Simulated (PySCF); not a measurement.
H₁₂N₄Zn, charge +2, singlet, geometry from GFN2-xTB (such geometries of metal compounds can be far from the true shape), with bond 4-2 at 1.6 times its length; CAMB3LYP/STO-3G run with PySCF.

Input for PySCF:
```python
from pyscf import gto, scf, dft

mol = gto.M(
    atom='''
Zn    0.000000   -0.000000    0.000000
N    -1.535672   -0.907015    1.023168
H    -1.284589   -1.195873    1.971919
H    -2.094304   -2.267075    0.303802
H    -2.360737   -0.313343    1.139070
N    -0.674371    0.618336   -1.841391
H     0.052957    1.034996   -2.427905
H    -1.411124    1.326533   -1.793819
H    -1.070326   -0.134826   -2.409351
N     0.668041    1.625966    1.066674
H     1.066798    1.385549    1.977610
H    -0.062398    2.312036    1.272534
H     1.401296    2.157716    0.591081
N     1.542003   -1.337287   -0.248451
H     1.894645   -1.727196    0.629174
H     2.364265   -0.937380   -0.707329
H     1.294029   -2.151159   -0.816547
''',
    basis='sto-3g',
    charge=2,
    spin=0,
    verbose=4,
)

mf = dft.RKS(mol)
mf.xc = 'camb3lyp'
mf.conv_tol = 1e-4
mf.kernel()
mf.analyze()
```

Output, abridged:

```
PySCF version 2.14.0

[INPUT] verbose = 4
[INPUT] num. atoms = 17
[INPUT] num. electrons = 68
[INPUT] charge = 2
[INPUT] spin (= nelec alpha-beta = 2S) = 0
[INPUT] symmetry False subgroup None
[INPUT] Mole.unit = angstrom
[INPUT] Symbol           X                Y                Z      unit          X                Y                Z       unit  Magmom
[...]
nuclear repulsion = 421.518553534431
number of shells = 32
number of NR pGTOs = 150
number of NR cGTOs = 50
basis = sto-3g
ecp = {}

******** <class 'pyscf.dft.rks.RKS'> ********
method = RKS
initial guess = minao
damping factor = 0
level_shift factor = 0
DIIS = <class 'pyscf.scf.diis.CDIIS'>
diis_start_cycle = 1
diis_space = 8
diis_damp = 0
SCF conv_tol = 0.0001
SCF conv_tol_grad = None
SCF max_cycles = 50
direct_scf = True
direct_scf_tol = 1e-13
XC library pyscf.dft.libxc version 7.1.2
    S. Lehtola, C. Steigemann, M. J. T. Oliveira, and M. A. L. Marques,  SoftwareX 7, 1–5 (2018)
XC functionals = camb3lyp
    T. Yanai, D. P. Tew, and N. C. Handy,  Chem. Phys. Lett. 393, 51 (2004)
radial grids:
    Treutler-Ahlrichs [JCP 102, 346 (1995); DOI:10.1063/1.469408] (M4) radial grids

becke partition: Becke, JCP 88, 2547 (1988); DOI:10.1063/1.454033
pruning grids: <function nwchem_prune>
grids dens level: 3
symmetrized grids: False
atomic radii adjust function: <function treutler_atomic_radii_adjust>
small_rho_cutoff = 0
Set gradient conv threshold to 0.01
Initial guess from minao.
tot grids = 193944
init E= -1979.82703263767
[...]
cycle= 1 E= -1975.77764217505  delta_E= 4.05  |g|= 3.73  |ddm|=  6.4
[...]
cycle= 2 E= -1971.36409442788  delta_E= 4.41  |g|= 3.21  |ddm|= 7.07
[...]
cycle= 3 E= -1965.20947408923  delta_E= 6.15  |g|=  4.8  |ddm|= 11.6
[...]
cycle= 4 E= -1979.98651993906  delta_E= -14.8  |g|= 1.47  |ddm|= 8.88
[...]
cycle= 5 E= -1967.12584163537  delta_E= 12.9  |g|= 8.14  |ddm|= 8.46
[...]
cycle= 6 E= -1973.7930218878  delta_E= -6.67  |g|= 5.16  |ddm|= 2.85
[...]
cycle= 7 E= -1971.89584747544  delta_E=  1.9  |g|= 6.24  |ddm|= 0.884
[...]
cycle= 8 E= -1980.48460040867  delta_E= -8.59  |g|= 1.39  |ddm|=  4.9
[...]
cycle= 9 E= -1980.35906690327  delta_E= 0.126  |g|= 1.47  |ddm|= 0.963
[...]
cycle= 10 E= -1980.62935212097  delta_E= -0.27  |g|= 1.08  |ddm|= 0.563
[...]
cycle= 11 E= -1980.52484635485  delta_E= 0.105  |g|=    1  |ddm|=  4.6
[...]
cycle= 12 E= -1980.7002737675  delta_E= -0.175  |g|= 0.882  |ddm|= 0.537
[...]
cycle= 13 E= -1981.05130294685  delta_E= -0.351  |g|= 0.718  |ddm|= 1.68
[...]
cycle= 14 E= -1980.94689235492  delta_E= 0.104  |g|= 0.818  |ddm|= 0.516
[...]
cycle= 15 E= -1981.24795239447  delta_E= -0.301  |g|= 0.126  |ddm|= 2.49
[...]
cycle= 16 E= -1981.25555980479  delta_E= -0.00761  |g|= 0.0784  |ddm|= 0.487
[...]
cycle= 17 E= -1981.25514422899  delta_E= 0.000416  |g|= 0.112  |ddm|= 0.179
[...]
cycle= 18 E= -1981.2564670829  delta_E= -0.00132  |g|= 0.101  |ddm|= 0.0589
[...]
cycle= 19 E= -1981.2618091688  delta_E= -0.00534  |g|= 0.0193  |ddm|=  0.3
[...]
cycle= 20 E= -1981.26296623429  delta_E= -0.00116  |g|= 0.0122  |ddm|= 0.163
[...]
cycle= 21 E= -1981.26383390668  delta_E= -0.000868  |g|= 0.00921  |ddm|= 0.177
[...]
cycle= 22 E= -1981.26430109476  delta_E= -0.000467  |g|= 0.00827  |ddm|= 0.143
[...]
cycle= 23 E= -1981.26457944024  delta_E= -0.000278  |g|= 0.00493  |ddm|= 0.111
[...]
cycle= 24 E= -1981.26467077965  delta_E= -9.13e-05  |g|= 0.00476  |ddm|= 0.0434
[...]
Extra cycle  E= -1981.26472170506  delta_E= -5.09e-05  |g|= 0.00946  |ddm|= 0.0344
converged SCF energy = -1981.26472170506
**** SCF Summaries ****
Total Energy =                       -1981.264721705056672
Nuclear Repulsion Energy =             421.518553534430680
One-electron Energy =                -3572.343354795915729
Two-electron Energy =                 1169.560079556428263
Two-electron Coulomb Energy =         1272.032450604539690
DFT Exchange-Correlation Energy =     -102.472371048111327
HOMO-LUMO gap [eV] =                     4.475784093374642
**** MO energy ****
[...]
 ** Mulliken pop on meta-lowdin orthogonal AOs  **
 ** Mulliken pop  **
 ** Mulliken atomic charges  **
charge of    0Zn =      1.37093
charge of    1N =     -0.43598
charge of    2H =      0.17513
charge of    3H =      0.11917
charge of    4H =      0.17220
charge of    5N =     -0.41385
charge of    6H =      0.20429
charge of    7H =      0.20631
charge of    8H =      0.20492
charge of    9N =     -0.40666
charge of   10H =      0.20073
charge of   11H =      0.20397
charge of   12H =      0.19772
charge of   13N =     -0.41453
charge of   14H =      0.20632
charge of   15H =      0.20232
charge of   16H =      0.20701

WARN: System has nonzero charge 2; the dipole moment is origin-dependent.
Location of origin: [0. 0. 0.]

Dipole moment(X, Y, Z, Debye):  1.37231,  0.69716, -0.99060
```
